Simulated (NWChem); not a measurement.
Molecule: C3H5BFN; SMILES C(CB(C)F)#N

```xyz
11

C     -1.5535    -0.8394     0.0115
B      0.0037    -0.9194     0.0343
F      0.6322    -2.1026     0.0980
C      0.9823     0.3448    -0.0135
C      0.3193     1.6374    -0.0825
N     -0.2577     2.6558    -0.1374
H     -1.9086    -0.2086     0.8557
H     -2.0547    -1.8244     0.0530
H     -1.8868    -0.2937    -0.8984
H      1.6438     0.3025     0.8811
H      1.6653     0.2194    -0.8838
```
Atoms are numbered in this order, from 1.

Level: PBE-D3(BJ)/def2-SVP (NWChem), optimised geometry, unscaled harmonic frequencies. 

Question: List the harmonic frequencies with IR intensities, and the thermochemistry.

Answer: 
| frequency (cm⁻¹) | IR intensity (km/mol) |
|---|---|
| 41 | 8.7 |
| 54 | 3.5 |
| 122 | 7.2 |
| 306 | 0.2 |
| 319 | 0.0 |
| 371 | 9.7 |
| 394 | 0.2 |
| 509 | 0.3 |
| 628 | 0.0 |
| 701 | 0.4 |
| 821 | 0.0 |
| 882 | 35.2 |
| 963 | 2.4 |
| 1098 | 59.9 |
| 1117 | 2.6 |
| 1184 | 49.0 |
| 1277 | 178.4 |
| 1313 | 196.7 |
| 1337 | 0.9 |
| 1373 | 8.0 |
| 1394 | 66.1 |
| 2296 | 20.6 |
| 2971 | 3.4 |
| 2972 | 5.6 |
| 3019 | 0.9 |
| 3040 | 0.1 |
| 3099 | 6.8 |

* **zero-point energy**: 48.0 kcal/mol
* **thermal correction to the enthalpy at 298.15 K (with zero-point energy)**: 53.3 kcal/mol
* **heat capacity Cv**: 24.2 cal/(mol K)
* **entropy at 298.15 K and 1 atm (symmetry number 1)**: 85.9 cal/(mol K)
* **dipole moment**: 2.65 D

Rigid rotor and harmonic oscillator; modes under 100 cm⁻¹ make the entropy uncertain.
